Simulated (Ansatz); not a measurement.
# Ligand exchange: C2H3Cl2Ga + C2H4F2 → C2H4ClGa + C2H3ClF2

Species: C2H3Cl2Ga `C=[CH][Ga]([Cl])[Cl]`, singlet; C2H4F2 (1,2-difluoroethane) `FCCF`, singlet; C2H4ClGa `C=[CH][GaH][Cl]`, singlet; C2H3ClF2 `FCC(F)Cl`, singlet. The partners trade Cl for H: Ga–Cl and C–H bonds give way to Ga–H and C–Cl.

Shapes, held fixed at every level: PBE0-D4/def2-TZVP. Flexible molecules stand in one conformer, not always the lowest. Programs: Ansatz 0.2.0. The zero-point and thermal change to 298 K, harmonic and unscaled (PBE0-D4/def2-TZVP), is -10.9 kJ/mol.

```
               level                   kind  ΔH(298 K) (kJ/mol)  less CCSD(T)/def2-TZVPP
       HF/def2-TZVPP           Hartree–Fock              +181.8                    +15.5
    SPW92/def2-TZVPP                    LDA              +145.6                    -20.7
   PBE-D4/def2-TZVPP                    GGA              +155.0                    -11.3
r2SCAN-D4/def2-TZVPP               meta-GGA              +162.6                     -3.7
 B3LYP-D4/def2-TZVPP          global hybrid              +165.2                     -1.1
 BHLYP-D4/def2-TZVPP          global hybrid              +174.6                     +8.3
   B2PLYP/def2-TZVPP          double hybrid              +167.1                     +0.8
  CCSD(T)/def2-TZVPP  coupled cluster or CI              +166.3                      0.0
```

The highest level, CCSD(T)/def2-TZVPP, gives ΔH(298 K) = +166.3 kJ/mol; the levels span +145.6 to +181.8. The column of differences is taken from that level and isn't an error. No measured value is set beside it here. Relativity is left out for Ga. Outer-core shells of Ga are correlated, in sets that cover them unevenly.
